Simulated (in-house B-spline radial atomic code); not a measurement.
Ag⁶⁺. Computed with a B-spline radial atomic code. Model: all-electron spherical atom, spin shells full or empty, radial basis limit, no spin-orbit coupling, Breit or QED, empty-state partial waves extrapolated as (l+1/2)^-4, RPA, G0W0 and static COHSEX of the highest shell as one setting changes (uncorrelated shells keep exact exchange).

Empty levels are discrete states of a finite basis, so the steps are uneven.

Given: element Ag; charge 6; filled core Kr; hamiltonian one-electron scalar X2C; mean-field start PBE; highest l of empty states 9; nuclear rms radius 4.5454 fm; lowest nl shells left uncorrelated 0; highest mean-field shell 4d up; box radius 9.29 bohr.

Shell: 4d 5 0 (electrons up and down).

```csv
highest empty level kept (hartree),RPA correlation energy (hartree),G0W0 level (eV),G0W0 minus most complete (meV),COHSEX level (eV),linearised minus solved G0W0 (meV)
16.33,-1.0491,-106.82,642.2,-108.87,-16.3
32.67,?,?,?,?,?
57.17,-1.7839,-107.26,207.1,-110.11,-18
98,-2.0486,-107.33,130.9,-110.32,-18.3
163.33,-2.2654,-107.38,84,-110.45,-18.5
294,-2.5855,-107.42,45.6,-110.57,-18.6
490,-2.7427,-107.44,23.3,-110.64,-18.7
980,-2.9425,-107.46,6.6,-110.68,-18.8
1960,-3.0547,-107.46,1.7,-110.7,-18.8
4083.3,?,?,?,?,?
9800,-3.1572,-107.47,0,-110.7,-18.8
32667,-3.1695,-107.47,0,-110.7,-18.8
```

(1) What follows for highest empty level kept = 4083.3?

(2) What follows for highest empty level kept = 32.67?

Results:

(1) RPA correlation energy -3.1193 hartree; G0W0 level -107.47 eV; G0W0 minus most complete 0.2 meV; COHSEX level -110.7 eV; linearised minus solved G0W0 -18.8 meV.

(2) RPA correlation energy -1.3687 hartree; G0W0 level -107.07 eV; G0W0 minus most complete 395.7 meV; COHSEX level -109.6 eV; linearised minus solved G0W0 -17.2 meV.
